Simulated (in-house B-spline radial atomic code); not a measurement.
HSE06 excitations of S⁴⁺

Method: HSE06. Computed with an all-electron radial atomic-structure program (B-spline basis): linear response of the closed shell [Ne] 3s2 with the functional's adiabatic kernel; non-relativistic, point nucleus, no spin-orbit coupling, no double excitations, S, P, D and F terms only.

Command:
```bash
python run_td.py task.json out
```
Settings (radii: box in bohr, nucleus in fm):
```
Z                        16
electrons                12
configuration            [Ne] 3s2
hamiltonian              nr
method                   hse06
box_radius               19.1
intervals                51
```

Run time, properties included: 0.6 s on 1 thread of Arm Neoverse N1 (shared host).

The lowest states, in the order of their Tamm-Dancoff energies; the method's threshold (minus the highest occupied level) is 66.90 eV. Labels give the largest channel, * marks a mixed state, and oscillator strengths are full-response dipole values. Semilocal kernels can invert the small singlet-triplet splittings of Rydberg terms. Energies in eV:

```
     state  full response  Tamm-Dancoff  oscillator strength
3s → 3p 3P              ?             ?                    -
3s → 3p 1P         15.606        16.183                 1.35
3s → 3d 3D         27.148        27.249                    -
3s → 3d 1D         29.698        29.708                    -
3s → 4s 3S          38.00         38.01                    -
3s → 4s 1S          39.13         39.16                    -
3s → 4p 3P          42.21         42.22                    -
3s → 4p 1P          42.66         42.69                0.108
3s → 4d 3D          47.88         47.89                    -
3s → 4d 1D          48.19         48.19                    -
3s → 4f 3F          49.49         49.50                    -
3s → 4f 1F          49.71         49.71                    -
3s → 5s 3S          51.74         51.74                    -
3s → 5s 1S          52.04         52.05                    -
3s → 5p 3P          53.48         53.48                    -
3s → 5p 1P              ?             ?                    ?
```

(1) Where does 3s → 3p 3P lie?

(2) Where does 3s → 5p 1P lie?

(3) How large is the singlet-triplet splitting of 3s → 3p (P terms) in Tamm-Dancoff?

(4) What polarisabilities and dispersion coefficient does the method give?

Answers

(1) At 9.502 eV in full response, 9.846 eV in Tamm-Dancoff.

(2) At 53.60 eV in full response, 53.60 eV in Tamm-Dancoff, oscillator strength 0.0425.

(3) 6.34 eV, from the unrounded values.

(4) Dipole 4.273 bohr³, quadrupole 6.231 bohr⁵, C6 8.339 hartree·bohr⁶ for two such species.
